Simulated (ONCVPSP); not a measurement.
**Transferability test, ONCV potential for Si**

ONCVPSP 4.0.1 input, shortened (lines: element, Z, core and valence counts, functional; n l f; lmax; l rc ep ncon nbas qcut; lloc lpopt rc5 dvloc0; l nproj debl; icmod fcfact rcfact), PBE, scalar-relativistic:

```
  Si 14.00    3    2        4      upf
    1    0    2.00
    2    0    2.00
    2    1    6.00
    3    0    2.00
    3    1    2.00
    1
    0    1.80    0.00    4    8    4.50
    1    2.20    0.00    4    8    4.50
    0    5    1.80    0.00
    0    0    3.90
    1    1    3.70
    0    0.00    0.00
```

Energies are relative to the spin-unpolarised reference configuration 3s2 3p2; without spin polarisation the order of configurations can differ from experiment.

```csv
valence configuration,charge,ΔE all-electron (eV),error AE − PS (meV)
3s2 3p1,+1,7.740,-0.6
3s2 3p0,+2,23.733,-3.8
3s0 3p4,0,13.778,+14
```

(1) What are ΔE and the potential's error for 3s1 3p0?

Levels in the configuration 3s1 3p0:

```
level  all-electron (eV)  pseudo (eV)
   3s            -39.488      -39.295
```

Results:

(1) ΔE = 57.704 eV all-electron; the error (AE − PS) is +68 meV.
